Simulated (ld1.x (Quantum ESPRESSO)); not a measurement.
**LDA (PZ) ultrasoft dataset for Si (Z = 14), scalar-relativistic all-electron reference.**

silicon, ultrasoft, made with ld1.x (Quantum ESPRESSO) 7.5 (LDA (PZ), scalar-relativistic). Core [Ne], reference 3s2 3p0 (charge +2). Waves: 3s (bound): rcut 1.55, rcutus 1.65 bohr; 3s channel at -0.4 Ry: rcut 1.55, rcutus 1.65 bohr; 3p (bound, empty): rcut 1.20, rcutus 1.70 bohr; 3p channel at 1.1 Ry: rcut 1.20, rcutus 1.70 bohr; 3d channel at 0.15 Ry: rcut 1.30, rcutus 1.80 bohr; 3d channel at 1.9 Ry: rcut 1.30, rcutus 1.80 bohr. Local part: all-electron potential smoothed inside 1.30 bohr (lloc = -2). Core correction: none. Augmentation charge: PSQ, inside the norm-conserving radii.

All-electron outer shells of the reference configuration (LDA (PZ), scalar-relativistic, ld1.x):

```json
{"shell": "3s", "level (eV)": "-28.66", "outermost node (bohr)": "0.72", "outermost maximum (bohr)": "1.69"}
{"shell": "3p", "level (eV)": "-20.66", "outermost node (bohr)": "0.71", "outermost maximum (bohr)": "1.89"}
```

What the tests gave:

- Cutoffs needed: 12 Ry and 15 Ry (the cutoffs (Ry, on a coarse ladder) from which the occupation-weighted sum of valence levels, in a spherical-Bessel basis at the reference potential, stays within 10 and 1 mRy of its value at 400 Ry)
- Ghost test: no extra level below or beside the all-electron valence levels (s, p, d, f tested) (spherical-Bessel basis up to 400 Ry, 20 bohr box)
- Largest excitation error: +83 meV (all-electron minus pseudo) for 3s1 3p0, out of 7 test configurations
- Lowest eigenvalue of the overlap operator: 0.47 (s channel)
- Density cutoff estimated by the generator: 260 Ry

Generation and tests took about 1.1 s on one core of a shared server CPU.
